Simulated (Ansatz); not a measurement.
Start from `[OH][GaH][Br]` and change one atom or group to get `[OH][Ga]([Br])[Br]`.

Ansatz, PBE0-D4/def2-TZVP geometries, multiplicity 1. Each molecule was computed in one conformer, which needn't be the lowest.

Scalar relativity is left out up to krypton. Spin–orbit coupling is left out; it splits and shifts lone-pair levels of the heavy atoms by tenths of an eV.

```
                                        property  `[OH][GaH][Br]`
size of the dipole moment (B3LYP/def2-TZVPP) / D             0.36
             HOMO energy (B3LYP/def2-TZVPP) / eV            -8.19
              LUMO energy (PBE0/def2-TZVPP) / eV            -1.23
           HOMO energy (ωB97M-V/def2-TZVPP) / eV           -10.69
         HOMO–LUMO gap (ωB97M-V/def2-TZVPP) / eV            11.17
             LUMO energy (B3LYP/def2-TZVPP) / eV            -1.51
```

(1) What does the change do to each property? (An estimate is asked.)

Answers

(1) Ansatz gave: 
| property | `[OH][Ga]([Br])[Br]` | shift |
| --- | --- | --- |
| size of the dipole moment (B3LYP/def2-TZVPP) / D | 1.24 | 0.88 |
| HOMO energy (B3LYP/def2-TZVPP) / eV | -8.45 | -0.26 |
| LUMO energy (PBE0/def2-TZVPP) / eV | -1.76 | -0.53 |
| HOMO energy (ωB97M-V/def2-TZVPP) / eV | -10.93 | -0.24 |
| HOMO–LUMO gap (ωB97M-V/def2-TZVPP) / eV | 11.06 | -0.11 |
| LUMO energy (B3LYP/def2-TZVPP) / eV | -2.09 | -0.58 |

With PBE0 the HOMO falls by 0.27 eV and the LUMO falls by 0.53 eV, so the gap narrows by about 0.26 eV. PBE moves the HOMO by -0.28 eV and ωB97M-V by -0.24 eV. Dipoles are sizes alone; their direction can turn.

B3LYP here is the variant with VWN-RPA as its local correlation; programs differ in this.
